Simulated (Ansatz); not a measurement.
Ansatz (a first-principles code) input (SVWN5/def2-TZVP):

Ansatz 0.2 input:
```yaml
crystal:
  periodic: [false, false, false]
  atoms:
    - {symbol: Hf, position_ang: [-0.00000000, -0.00000000, -0.21219238]}
    - {symbol: F, position_ang: [0.00000000, 0.00000000, 1.69753905]}
basis:
  gaussian:
    orbitals: def2-TZVP
hamiltonian:
  xc: {name: SVWN5}
magnetization: {spin_polarized: true, initial_magnetization: 3}
relax: {f_tol: 0.003, max_steps: 100}
```

Output:

```
Functional definition: SVWN5
integrals: 0.01 GiB planned
501 factors; their error is unknown
mean field: 0.16 GiB planned
mean field evaluation 1: about -3999.8979 eV, gradient 2.6e1 eV
mean field evaluation 2: about -3968.0869 eV, gradient 1.0e2 eV
mean field evaluation 4: about -4002.2642 eV, gradient 5.3e0 eV
mean field evaluation 8: about -4002.3796 eV, gradient 1.1e-1 eV
mean field evaluation 16: about -4002.3750 eV, gradient 6.7e-6 eV
mean field evaluation 32: about -4002.0062 eV, gradient 2.9e-2 eV
mean field evaluation 64: about -4002.0137 eV, gradient 7.2e-2 eV
mean field evaluation 96: about -4002.3737 eV, gradient 6.1e-2 eV
mean field evaluation 128: about -4002.3678 eV, gradient 1.5e-1 eV
mean field evaluation 160: about -4002.2770 eV, gradient 1.7e0 eV
mean field -4002.37495669 eV, -147.0845667512 hartree, gradient 1.7e-9 eV, S^2 3.753121; 15 other end points of the search recorded, 0 dependent functions left out
the calculation of the forces begins
reference -4002.37499237 eV, -147.0845680625 hartree; 12, 9 occupied and 59, 62 virtual orbitals, 501 factors
relax step   1: F+E_penalty+E_count = -4002.37495669 eV  Δ(F+E_penalty+E_count) = +0.000e0 eV  max|allowed force component| = 1.132e0 eV/Å  Δτ_max = 0.0000 Å  (504 SCF iters, accepted)
these checks for a lower state are left out or cut short: starts, cluster_reference, orbital_swaps, neighbouring_geometries, increment
integrals: 0.01 GiB planned
501 factors; their error is unknown
mean field: 0.16 GiB planned
mean field -4002.40132515 eV, -147.0855357742 hartree, gradient 5.6e-6 eV, S^2 3.753002; 0 other end points of the search recorded, 0 dependent functions left out
the calculation of the forces begins
reference -4002.40136068 eV, -147.0855370800 hartree; 12, 9 occupied and 59, 62 virtual orbitals, 501 factors
relax step   2: F+E_penalty+E_count = -4002.40132515 eV  Δ(F+E_penalty+E_count) = -2.637e-2 eV  max|allowed force component| = 1.900e-1 eV/Å  Δτ_max = 0.0195 Å  (46 SCF iters, accepted)
these checks for a lower state are left out or cut short: starts, cluster_reference, orbital_swaps, neighbouring_geometries, increment
integrals: 0.01 GiB planned
501 factors; their error is unknown
mean field: 0.16 GiB planned
mean field -4002.40199001 eV, -147.0855602073 hartree, gradient 6.8e-6 eV, S^2 3.752980; 0 other end points of the search recorded, 0 dependent functions left out
the calculation of the forces begins
reference -4002.40202551 eV, -147.0855615119 hartree; 12, 9 occupied and 59, 62 virtual orbitals, 501 factors
relax step   3: F+E_penalty+E_count = -4002.40199001 eV  Δ(F+E_penalty+E_count) = -6.649e-4 eV  max|allowed force component| = 9.464e-3 eV/Å  Δτ_max = 0.0037 Å  (44 SCF iters, accepted)
these checks for a lower state are left out or cut short: starts, cluster_reference, orbital_swaps, neighbouring_geometries, increment
integrals: 0.01 GiB planned
501 factors; their error is unknown
mean field: 0.16 GiB planned
mean field evaluation 192: about -4002.4020 eV, gradient 1.1e-4 eV
mean field -4002.40199106 eV, -147.0855602459 hartree, gradient 6.9e-7 eV, S^2 3.752981; 0 other end points of the search recorded, 0 dependent functions left out
the calculation of the forces begins
reference -4002.40202656 eV, -147.0855615506 hartree; 12, 9 occupied and 59, 62 virtual orbitals, 501 factors
relax step   4: F+E_penalty+E_count = -4002.40199106 eV  Δ(F+E_penalty+E_count) = -1.049e-6 eV  max|allowed force component| = 5.586e-3 eV/Å  Δτ_max = 0.0003 Å  (46 SCF iters, accepted)
these checks for a lower state are left out or cut short: starts, cluster_reference, orbital_swaps, neighbouring_geometries, increment
integrals: 0.01 GiB planned
501 factors; their error is unknown
mean field: 0.16 GiB planned
mean field -4002.40199162 eV, -147.0855602665 hartree, gradient 8.6e-6 eV, S^2 3.752981; 0 other end points of the search recorded, 0 dependent functions left out
the calculation of the forces begins
reference -4002.40202712 eV, -147.0855615712 hartree; 12, 9 occupied and 59, 62 virtual orbitals, 501 factors
relax step   5: F+E_penalty+E_count = -4002.40199162 eV  Δ(F+E_penalty+E_count) = -5.626e-7 eV  max|allowed force component| = 5.477e-7 eV/Å  Δτ_max = 0.0001 Å  (37 SCF iters, accepted)
integrals: 0.01 GiB planned
501 factors; their error is unknown
mean field: 0.16 GiB planned
mean field evaluation 224: about -4002.4020 eV, gradient 1.0e-3 eV
mean field evaluation 256: about -4002.0306 eV, gradient 4.5e-1 eV
mean field evaluation 288: about -4002.1723 eV, gradient 3.7e0 eV
mean field evaluation 320: about -4001.1295 eV, gradient 3.9e-1 eV
mean field -4002.40199162 eV, -147.0855602665 hartree, gradient 8.6e-6 eV, S^2 3.752981; 15 other end points of the search recorded, 0 dependent functions left out
the calculation of the forces begins
reference -4002.40202712 eV, -147.0855615712 hartree; 12, 9 occupied and 59, 62 virtual orbitals, 501 factors
Total energy: -4002.40202712 eV, -147.0855615712 hartree
Atom 0 at    -0.000000    -0.000000    -0.189236 Å, force    -0.000000     0.000000    -0.000001 eV/Å
Atom 1 at     0.000000     0.000000     1.674583 Å, force     0.000000     0.000000     0.000001 eV/Å
Dipole moment:     0.000000     0.000000    -0.622481 e Å
```

The spin state was set by rule; other spins were not relaxed.
